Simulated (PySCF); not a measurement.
Sn(H)3(OSiH3) (H6OSiSn), SMILES [SiH3][O][SnH3]. Atoms are numbered in the order given.

```xyz
9

Sn     0.0327     0.9323     0.0000
O     -0.5852    -0.9559     0.0000
Si     0.1106    -2.4502     0.0000
H     -1.4145     1.8344     0.0000
H      0.9610     1.1527    -1.4215
H      0.9610     1.1527     1.4215
H      0.9755    -2.6573     1.2081
H     -0.9621    -3.4886     0.0000
H      0.9755    -2.6573    -1.2081
```
Charge 0, spin multiplicity 1.

The structure is a stationary point at PBE0-D3(BJ)/def2-SVP. The def2 effective core potentials stand for the cores of Sn; spin–orbit coupling is left out.

All values below come from PySCF with C-PCM-ωB97X/def2-SVP.

The values are the electrostatic part of the solvation free energy, E(continuum) − E(gas) at the gas-phase geometry, in a cavity of scaled van der Waals radii (PySCF's table); cavitation and dispersion terms are not included. A continuum can't describe solvent molecules that bind to the metal. In vacuum the orbital gap is 11.94 eV. The dipole moment in vacuum is 2.20 D.

Computed values in water (ε = 78.36), dichloromethane (ε = 8.93), benzene (ε = 2.27):
| solvent | ε | ΔG(elec) (kcal/mol) | dipole (D) | gap (eV) |
|---|---|---|---|---|
| water | 78.36 | -2.2 | 2.69 | 12.18 |
| dichloromethane | 8.93 | -2.0 | 2.63 | 12.16 |
| benzene | 2.27 | -1.2 | 2.45 | 12.08 |
